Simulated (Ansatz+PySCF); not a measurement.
Results of a calculation; reference values are marked as such.
A run of PySCF 2.14.0 on triplet NiO at this shape:

| atom | x (Å) | y (Å) | z (Å) |
| --- | --- | --- | --- |
| Ni | 0.0000 | 0.0000 | 0.0000 |
| O | 0.0000 | 0.0000 | 1.6270 |

Its results:

* Converged: yes
* Total energy: -1581.28062 hartree
* Spin squared of the determinant: 2.000
* Cycles: 27

Task: Which input gives this output? Name the method, the orbitals and the basis set, and write the input.

Result: ROHF in def2-SVP.

```python
from pyscf import gto, scf

mol = gto.M(atom="""
Ni 0.000000 0.000000 0.000000
O 0.000000 0.000000 1.627000
""", basis='def2-svp', charge=0, spin=2)
mf = scf.ROHF(mol)
mf.kernel()
print(mf.converged, mf.e_tot, mf.spin_square()[0])
```

This is not the lowest solution: another run reaches a determinant 0.31 eV lower. Caution: another spin multiplicity may lie lower; an unrestricted determinant lies well below.
